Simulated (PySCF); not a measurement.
Bonds (- single, = double, # triple, : aromatic): C1-C2, C2=O3, C2-N4, N4-C5, C5=C6, C6-C7, C7=C8, C8-C9, C9=C10, C10-C6. C1 carries H11, H12, H13; N4 carries H14; C5 carries H15; C7 carries H16; C8 carries H17; C9 carries H18; C10 carries H19.

- structure optimised with PBE0-D3(BJ)/def2-SVP
- σ from GIAO-B97-2/pcSseg-1
- code: PySCF
- averaged over atoms made equivalent by symmetry, fast rotation or ring inversion, gas phase, single conformer, non-relativistic Hamiltonian

Referencing at the same level of theory: $^{13}$C (σref 183.69) and $^{1}$H (σref 31.38) vs TMS; H2O for $^{17}$O (σref 331.62); $^{15}$N (σref 262.91) against NH3.

```json
{"atoms": "H15", "nucleus": "$^{1}$H", "count": "1", "δ (ppm)": "?"}
{"atoms": "C7", "nucleus": "$^{13}$C", "count": "1", "δ (ppm)": "112.6"}
{"atoms": "C9", "nucleus": "$^{13}$C", "count": "1", "δ (ppm)": "131.2"}
{"atoms": "C10", "nucleus": "$^{13}$C", "count": "1", "δ (ppm)": "?"}
{"atoms": "H16", "nucleus": "$^{1}$H", "count": "1", "δ (ppm)": "?"}
{"atoms": "C2", "nucleus": "$^{13}$C", "count": "1", "δ (ppm)": "164.1"}
{"atoms": "C6", "nucleus": "$^{13}$C", "count": "1", "δ (ppm)": "125.9"}
{"atoms": "H14", "nucleus": "$^{1}$H", "count": "1", "δ (ppm)": "6.88"}
{"atoms": "O3", "nucleus": "$^{17}$O", "count": "1", "δ (ppm)": "458.1"}
{"atoms": "H18", "nucleus": "$^{1}$H", "count": "1", "δ (ppm)": "6.41"}
{"atoms": "C5", "nucleus": "$^{13}$C", "count": "1", "δ (ppm)": "132.6"}
{"atoms": "C1", "nucleus": "$^{13}$C", "count": "1", "δ (ppm)": "23.5"}
{"atoms": "N4", "nucleus": "$^{15}$N", "count": "1", "δ (ppm)": "165.5"}
{"atoms": "H11/H12/H13", "nucleus": "$^{1}$H", "count": "3", "δ (ppm)": "?"}
{"atoms": "H17", "nucleus": "$^{1}$H", "count": "1", "δ (ppm)": "6.58"}
{"atoms": "C8", "nucleus": "$^{13}$C", "count": "1", "δ (ppm)": "?"}
{"atoms": "H19", "nucleus": "$^{1}$H", "count": "1", "δ (ppm)": "6.37"}
```

**Question.** Complete the table.

**Answer.** 
- C8: 135.2 ppm, alkene CH; as expected for a trigonal carbon in a double bond
- C10: 128.0 ppm, alkene CH; an sp2 carbon of a C=C bond
- H15: 7.47 ppm, hydrogen on an alkene carbon bearing nitrogen; a vinylic proton, deshielded by the sp2 carbon and the C=C anisotropy
- H16: 6.24 ppm, hydrogen on an alkene CH; a vinylic proton, deshielded by the sp2 carbon and the C=C anisotropy
- H11/H12/H13: 2.05 ppm, hydrogen on a methyl carbon α to a carbonyl; α to C=O

OH/NH shifts are gas-phase values; hydrogen bonding in solution moves them, usually downfield. Shifts are as computed. Against solution values, carbons near 30 ppm lie about +1 ppm off and those near 130 ppm about +2 ppm. Of 1211 compounds with measured shifts, 218 miss one by over three times the rms of a fit or turn the order of signals round; such compounds aren't used in these exercises. Hydrogen bonding in solution shields acid and N–H amide carbonyl oxygens by tens of ppm. Hydrogen bonding in solution deshields acid and N–H amide carbonyl carbons by as much as 10 ppm beyond these values. Unscaled 17O shifts of doubly bonded oxygen tend to come out too high, by tens of ppm or more. Experimental scales use liquid or dissolved standards, which lie at an offset from isolated NH3 (liquid NH3: subtract about 20 ppm) and H2O (liquid H2O: subtract about 36 ppm). Unscaled 15N shifts of sp2 nitrogen come out 20 to 40 ppm too high even then.
